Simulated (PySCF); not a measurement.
cis-Sn(H2O)2Cl4.
Bonds: Sn1–O2, Sn1–Cl5, Sn1–O6, Sn1–Cl9, Sn1–Cl10, Sn1–Cl11. Hydrogens: H3, H4 on O2; H7, H8 on O6.

Method: PBE0-D3(BJ)/def2-SVP geometry optimisation, gas phase, def2 core potentials past Kr (PySCF); density fitting, grid level 1; the optimiser is geomeTRIC in internal coordinates, started from a GFN1-xTB structure with every atom displaced at random (about 0.03 Å).

At the end of the run (lengths in Å): O2–H4 0.970, Sn1–Cl9 2.359, Sn1–O2 2.336, Sn1–Cl11 2.385, Sn1–Cl10 2.387, Sn1–Cl5 2.359, O2–H3 0.973, O2–Sn1–O6 82.8°, Cl5–Sn1–Cl10 97.8°, O2–Sn1–Cl5 167.6°, O2–Sn1–Cl10 82.0°, H3–O2–Sn1–Cl5 -81°, H7–O6–Sn1–O2 -90°.

Question: These geometries were met on the way; a selection of coordinates is given. Order them by energy above the end point, lowest first.
A. O2–H4 0.985, Sn1–Cl9 2.341, Sn1–O2 2.380, Sn1–Cl11 2.388, Sn1–Cl10 2.404, Sn1–Cl5 2.347, O2–H3 0.977, O2–Sn1–O6 78.2°, Cl5–Sn1–Cl10 101.1°, O2–Sn1–Cl5 165.7°, O2–Sn1–Cl10 79.5°, H3–O2–Sn1–Cl5 -62°, H7–O6–Sn1–O2 -75°
B. O2–H4 0.968, Sn1–Cl9 2.351, Sn1–O2 2.350, Sn1–Cl11 2.392, Sn1–Cl10 2.392, Sn1–Cl5 2.356, O2–H3 0.973, O2–Sn1–O6 80.3°, Cl5–Sn1–Cl10 98.1°, O2–Sn1–Cl5 165.1°, O2–Sn1–Cl10 80.9°, H3–O2–Sn1–Cl5 -66°, H7–O6–Sn1–O2 -78°
C. O2–H4 0.850, Sn1–Cl9 2.451, Sn1–O2 2.407, Sn1–Cl11 2.323, Sn1–Cl10 2.443, Sn1–Cl5 2.398, O2–H3 0.938, O2–Sn1–O6 77.6°, Cl5–Sn1–Cl10 97.8°, O2–Sn1–Cl5 167.0°, O2–Sn1–Cl10 79.5°, H3–O2–Sn1–Cl5 -71°, H7–O6–Sn1–O2 -74°
D. O2–H4 0.958, Sn1–Cl9 2.356, Sn1–O2 2.405, Sn1–Cl11 2.372, Sn1–Cl10 2.392, Sn1–Cl5 2.346, O2–H3 0.969, O2–Sn1–O6 79.0°, Cl5–Sn1–Cl10 93.8°, O2–Sn1–Cl5 166.2°, O2–Sn1–Cl10 83.4°, H3–O2–Sn1–Cl5 -68°, H7–O6–Sn1–O2 -76°
E. O2–H4 0.971, Sn1–Cl9 2.356, Sn1–O2 2.328, Sn1–Cl11 2.393, Sn1–Cl10 2.392, Sn1–Cl5 2.358, O2–H3 0.975, O2–Sn1–O6 82.2°, Cl5–Sn1–Cl10 97.5°, O2–Sn1–Cl5 166.2°, O2–Sn1–Cl10 83.7°, H3–O2–Sn1–Cl5 -65°, H7–O6–Sn1–O2 -84°

Answer: E (0.015 eV), B (0.041 eV), D (0.110 eV), A (0.218 eV), C (0.744 eV).

```tsv
step	E above end (eV)	rms distance from the end, all atoms (Å)	largest force (eV/Å)	rms shift of all bonds from the end (Å)
8	0.015	0.099	0.086	0.004
5	0.041	0.146	0.278	0.006
1	0.110	0.191	0.923	0.023
2	0.218	0.208	0.830	0.018
0	0.744	0.209	9.352	0.062
```

Rows stand in the order of the answer.
